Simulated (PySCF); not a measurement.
B(H)(OH)2 (BH3O2), SMILES OBO.

The structure is a stationary point at PBE-D3(BJ)/def2-TZVP. Other conformers were not sampled.

The numbers are results of TDA-M06-2X/def2-SVPD (PySCF), not measurements.

Vertical excitations.  State labels are in the subgroup Cs.

```tsv
state	symmetry	energy (eV)	λ (nm)	f	main pairs
S1	A"	8.56	145	0.000	HOMO→LUMO 85 %
S2	A"	8.73	142	0.028	HOMO−1→LUMO+2 87 %
S3	A'	8.88	140	0.005	HOMO−1→LUMO 77 %, HOMO−1→LUMO+1 15 %
S4	A"	9.11	136	0.046	HOMO→LUMO+1 80 %
S5	A'	9.52	130	0.070	HOMO→LUMO+2 65 %, HOMO−1→LUMO+1 14 %
S6	A'	9.77	127	0.041	HOMO−1→LUMO+1 36 %, HOMO−2→LUMO 32 %, HOMO−1→LUMO 10 %, HOMO−2→LUMO+1 10 %
S7	A"	10.01	124	0.002	HOMO−2→LUMO+2 87 %
S8	A'	10.16	122	0.188	HOMO−2→LUMO 29 %, HOMO−1→LUMO+1 28 %, HOMO−2→LUMO+1 18 %, HOMO→LUMO+2 11 %
S9	A"	10.46	119	0.022	HOMO→LUMO+3 68 %, HOMO−3→LUMO 11 %
S10	A'	10.56	117	0.287	HOMO−1→LUMO+3 84 %
T1	A'	8.04	154	0	HOMO→LUMO+2 86 %
T2	A"	8.05	154	0	HOMO−1→LUMO+2 85 %
T3	A"	8.37	148	0	HOMO→LUMO 79 %
T4	A'	8.61	144	0	HOMO−1→LUMO 74 %, HOMO−1→LUMO+1 14 %
```
Triplets are in the Tamm–Dancoff approximation.
